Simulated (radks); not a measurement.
Effect of the nuclear size on the germanium ion Ge2+, [Ar] 3d10 4s2. Calculated with a radial shooting solver on a logarithmic mesh with Libxc functionals: Dirac Kohn-Sham, LDA (Slater exchange, Perdew-Wang correlation), spin-unpolarised, spherical densities, finite nucleus; Fermi nuclear charge, rms radius 4.0742 fm. The rms radius is varied about that value; shifts are against it.

[
 {"rms radius (fm)": "3.5405", "total energy shift (eV)": "-0.0828", "density at nucleus (e/bohr^3)": "3.185e+04", "1s1/2 shift (meV)": "-35.2", "2s1/2 shift (meV)": "-3.42", "3s1/2 shift (meV)": "-0.506", "3p1/2 shift (meV)": "0.057"},
 {"rms radius (fm)": "3.7686", "total energy shift (eV)": "-0.0488", "density at nucleus (e/bohr^3)": "3.173e+04", "1s1/2 shift (meV)": "-20.7", "2s1/2 shift (meV)": "-2.01", "3s1/2 shift (meV)": "-0.298", "3p1/2 shift (meV)": "0.034"},
 {"rms radius (fm)": "4.0742", "total energy shift (eV)": "0", "density at nucleus (e/bohr^3)": "3.157e+04", "1s1/2 shift (meV)": "0.000", "2s1/2 shift (meV)": "0.000", "3s1/2 shift (meV)": "0.000", "3p1/2 shift (meV)": "0.000"},
 {"rms radius (fm)": "4.3553", "total energy shift (eV)": "0.0480", "density at nucleus (e/bohr^3)": "3.144e+04", "1s1/2 shift (meV)": "20.4", "2s1/2 shift (meV)": "1.98", "3s1/2 shift (meV)": "0.293", "3p1/2 shift (meV)": "-0.033"},
 {"rms radius (fm)": "4.5794", "total energy shift (eV)": "0.0884", "density at nucleus (e/bohr^3)": "3.134e+04", "1s1/2 shift (meV)": "37.6", "2s1/2 shift (meV)": "3.65", "3s1/2 shift (meV)": "0.540", "3p1/2 shift (meV)": "-0.061"}
]

Slopes of the eigenvalues against <r^2> in GHz/fm^2, as finite differences over the two radii next to the reference (eigenvalue slopes, not the field-shift constants of lines): 1s1/2 2090, 2s1/2 203, 3s1/2 30.0, 3p1/2 -3.40.
